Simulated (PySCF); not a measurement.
# Telling isomers of C7H12N2O apart by NMR

PySCF 2.14.0 with density-fitted response routines calculation with structure optimised with GFN2-xTB and PBE0/pcSseg-1 with gauge-including orbitals; rapidly exchanging positions averaged, one conformer, relativity neglected, isolated molecule.

References, each an isolated molecule treated in the same way: ¹H, ¹³C vs TMS. Where no couplings were computed, multiplicities follow the n + 1 count of equivalent neighbours, and m marks all less simple cases (inequivalent or close neighbours, rings, F or P nearby). Shifts are as computed. Against solution values, carbons near 30 ppm lie about +3 ppm off and those near 130 ppm about +5 ppm. Of 1211 compounds with measured shifts, 218 miss one by over three times the rms of a fit or turn the order of signals round; such compounds aren't used in these exercises.

(1) Tabulate the signals of `COc1ccnn1C(C)C`, `Cc1nnc(C(C)(C)C)o1` and their relative energies.

(2) What is the quickest way to tell COc1ccnn1C(C)C from Cc1nnc(C(C)(C)C)o1?

Results:

(1) 
```tsv
SMILES	carbon types	δC	δH	E rel. (kcal/mol)
COc1ccnn1C(C)C	1×C 3×CH 3×CH3	159.8, 140.8, 86.5, 58.3, 48.5, 24.7	7.46 (m, 1H), 5.38 (m, 1H), 4.44 (sept, 1H), 4.01 (s, 3H), 1.44 (d, 6H)	11.5
Cc1nnc(C(C)(C)C)o1	3×C 4×CH3	180.5, 169.6, 34.8, 30.0, 13.6	2.60 (s, 3H), 1.45 (s, 9H)	0.0
```

Energies are electronic energies at PBE0/pcSseg-1 on these geometries, without zero-point or thermal terms, each for the one conformer computed, which needn't be the lowest.

(2) Count the carbon signals: 6 against 5. The first has an aromatic CH next to a ring nitrogen at 140.8 ppm, the second a quaternary sp3 carbon on an aromatic ring (C) at 34.8 ppm. Their most deshielded carbons lie at 159.8 and 180.5 ppm. In the proton spectra the most deshielded non-exchanging signals are 7.46 (m, 1H) and 2.60 (s, 3H).
